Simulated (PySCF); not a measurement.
How methods differ on the interval between two levels of Hf

Hf [Xe] 4f14 5d2 6s2 [3F4, M_J = 4] → Hf [Xe] 4f14 5d3 6s1 [5F5, M_J = 5], as a difference of total energies. Calculation: PySCF 2.14, in x2c-SVPall-2c with one added diffuse shell each of s, d type (8s9p10d2f, 99 functions); the two-component X2C-1e Hamiltonian. Correlated levels: [Kr] 4d10 4f14 frozen; the 32 highest virtual spinors dropped. "Screened" scales the spin-orbit matrix elements by Boettger's factors to mimic the two-electron term; Breit and QED terms are absent.

| method | interval between two levels (cm⁻¹) |
| --- | --- |
| GHF (spin-free) | 7786.9 |
| GMP2 (spin-free) | 10771 |
| GHF (screened spin-orbit) | 7373.1 |
| GMP2 (screened spin-orbit) | 10313 |

The labels give the starting determinants; with spin-orbit coupling the two ends relaxed to ⟨J²⟩ = 20.18, ⟨L²⟩ = 12.44, ⟨S²⟩ = 2.07 and ⟨J²⟩ = 30.01, ⟨L²⟩ = 12.32, ⟨S²⟩ = 5.98.
